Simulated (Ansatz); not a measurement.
The cluster Cr4N4. Total charge 0; singlet. Geometry PBE-D4/def2-SVP.

```tsv
atom	x (Å)	y (Å)	z (Å)
Cr1	-1.107	-0.779	-0.970
Cr2	-0.853	0.763	0.304
Cr3	1.015	0.675	-1.062
Cr4	1.043	-0.827	0.216
N5	1.407	1.256	0.626
N6	-2.352	0.437	-0.351
N7	0.960	0.497	1.571
N8	-0.112	-2.022	-0.333
```

No other spin state of charge 0 was run. Another isomer (quintet) lies 7.55 eV lower at PBE0-D4/def2-TZVP; other spin states weren't run for this one.

Q: Estimate the orbital energies around the gap (eV) in Ansatz with PBE-D4/def2-TZVP, r2SCAN-D4/def2-TZVP, PBE0-D4/def2-TZVP.

A: 
```json
{"orbital": "HOMO−9", "PBE-D4/def2-TZVP": "-7.39", "r2SCAN-D4/def2-TZVP": "-7.62", "PBE0-D4/def2-TZVP": "-8.73"}
{"orbital": "HOMO−8", "PBE-D4/def2-TZVP": "-7.19", "r2SCAN-D4/def2-TZVP": "-7.41", "PBE0-D4/def2-TZVP": "-8.50"}
{"orbital": "HOMO−7", "PBE-D4/def2-TZVP": "-6.54", "r2SCAN-D4/def2-TZVP": "-6.74", "PBE0-D4/def2-TZVP": "-7.91"}
{"orbital": "HOMO−6", "PBE-D4/def2-TZVP": "-6.39", "r2SCAN-D4/def2-TZVP": "-6.53", "PBE0-D4/def2-TZVP": "-7.52"}
{"orbital": "HOMO−5", "PBE-D4/def2-TZVP": "-6.16", "r2SCAN-D4/def2-TZVP": "-6.29", "PBE0-D4/def2-TZVP": "-7.18"}
{"orbital": "HOMO−4", "PBE-D4/def2-TZVP": "-5.71", "r2SCAN-D4/def2-TZVP": "-5.82", "PBE0-D4/def2-TZVP": "-6.82"}
{"orbital": "HOMO−3", "PBE-D4/def2-TZVP": "-5.56", "r2SCAN-D4/def2-TZVP": "-5.66", "PBE0-D4/def2-TZVP": "-6.47"}
{"orbital": "HOMO−2", "PBE-D4/def2-TZVP": "-5.40", "r2SCAN-D4/def2-TZVP": "-5.50", "PBE0-D4/def2-TZVP": "-6.42"}
{"orbital": "HOMO−1", "PBE-D4/def2-TZVP": "-4.93", "r2SCAN-D4/def2-TZVP": "-4.99", "PBE0-D4/def2-TZVP": "-5.83"}
{"orbital": "HOMO", "PBE-D4/def2-TZVP": "-4.64", "r2SCAN-D4/def2-TZVP": "-4.69", "PBE0-D4/def2-TZVP": "-5.53"}
{"orbital": "LUMO", "PBE-D4/def2-TZVP": "-4.03", "r2SCAN-D4/def2-TZVP": "-3.98", "PBE0-D4/def2-TZVP": "-3.20"}
{"orbital": "LUMO+1", "PBE-D4/def2-TZVP": "-3.78", "r2SCAN-D4/def2-TZVP": "-3.68", "PBE0-D4/def2-TZVP": "-2.73"}
{"orbital": "LUMO+2", "PBE-D4/def2-TZVP": "-3.73", "r2SCAN-D4/def2-TZVP": "-3.59", "PBE0-D4/def2-TZVP": "-2.69"}
{"orbital": "LUMO+3", "PBE-D4/def2-TZVP": "-3.43", "r2SCAN-D4/def2-TZVP": "-3.33", "PBE0-D4/def2-TZVP": "-2.55"}
{"orbital": "LUMO+4", "PBE-D4/def2-TZVP": "-3.37", "r2SCAN-D4/def2-TZVP": "-3.26", "PBE0-D4/def2-TZVP": "-2.37"}
{"orbital": "LUMO+5", "PBE-D4/def2-TZVP": "-3.27", "r2SCAN-D4/def2-TZVP": "-3.14", "PBE0-D4/def2-TZVP": "-2.34"}
```
